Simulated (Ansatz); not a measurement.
Cartesian coordinates (Å):
SMILES: [InH3]
```xyz
4

In     0.0000     0.0000    -0.0001
H     -1.4280    -0.9873    -0.0309
H     -0.1413     1.7305     0.0247
H      1.5693    -0.7431     0.0063
```
Charge 0, spin multiplicity 1.

The numbers are results of frozen-core CCSD(T)/def2-TZVPP // PBE-D3(BJ)/def2-TZVP (Ansatz, a program for electronic structure), not measurements.

| Item | Value |
|---|---|
| HF energy | -190.91401 Ha |
| MP2 correlation energy | -0.30377 Ha |

Q: Estimate the CCSD correlation energy, the (T) correction, the total energy and the T1 diagnostic.

A: 
The CCSD correlation energy is -0.31726 Ha and the (T) correction is -0.00737 Ha. The CCSD(T) total energy is -191.23865 Ha and the T1 diagnostic is 0.014.
